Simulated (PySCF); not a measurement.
H₄NSi, charge -1, multiplicity 1. Atoms are numbered in the order given.

```xyz
6

N      0.1285    -1.1874     0.0000
Si    -0.0078     0.4645     0.0000
H     -0.7546    -1.6899     0.0000
H     -0.6986     1.1938     1.1660
H      1.3605     1.1109     0.0000
H     -0.6986     1.1938    -1.1660
```
Charge -1, spin multiplicity 1.

The structure is a stationary point at PBE0-D3(BJ)/def2-TZVPD. The multiplicity is an assumed one; other spin states were not compared. The isomer is the one that the SMILES or the coordinates give; other isomers of the formula were not compared.

Computed with HF/def2-TZVPD (PySCF).

Symmetry labels are those of the subgroup Cs that the program uses (full group Cs).

Computed valence orbital energies around the gap with their symmetry:
```
orbital  symmetry  energy (eV)
-------  --------  -----------
HOMO−7         A'      -108.97
HOMO−6         A'       -22.15
HOMO−5         A'       -12.95
HOMO−4         A'        -8.89
HOMO−3         A"        -7.22
HOMO−2         A'        -7.05
HOMO−1         A'        -4.32
HOMO           A"        -3.13
LUMO           A'         5.86
LUMO+1         A'         6.95
LUMO+2         A'         7.89
LUMO+3         A'         8.04
```
